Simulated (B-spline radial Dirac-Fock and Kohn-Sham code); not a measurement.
# S²⁺: input and output of one calculation

ΔSCF core binding energies without Breit or QED terms, calculated with an atomic code on a B-spline grid.

Input (task.json):

```json
{"items": [{"Z": 16, "q": 2, "cfg": [[1, 0, 2], [2, 0, 2], [2, 1, 6], [3, 0, 2], [3, 1, 2]], "A": 32, "rrms": 3.2611, "do": "settings", "holes": ["K", "L3", "M5"],
  "settings": [{"rel": "dirac", "method": "hf", "nuc": "fermi", "radius_factor": 1.0, "rmax": 45.0, "h": 0.3, "order": 8, "points": 10, "c_factor": 1.0, "maxit": 60, "damp": 0.5, "ndamp": 3, "tol": 1e-08}]}]}
```

Command: `python xray2_run.py task.json out`

Ground-state iterations:

```
iter   energy (Ha)        error
   1     -396.29415932  6.01e-01
   2     -397.36303688  1.01e-01
   3     -397.41307027  3.65e-02
   4     -397.42035702  1.31e-02
   5     -397.42165703  3.69e-03
   6     -397.42174028  3.82e-04
   7     -397.42174195  2.85e-05
   8     -397.42174196  1.96e-06
   9     -397.42174196  8.56e-08
```

The ground state converged in 9 iterations, with total energy -397.42174 Ha, virial ratio 1.99436 and highest orbital energy -33.70 eV. ΔSCF binding energies: K (1s) 2512.3 eV, L3 (2p3/2) 200.2 eV. Holes are computed only in closed shells, and unreliable hole states are left out.
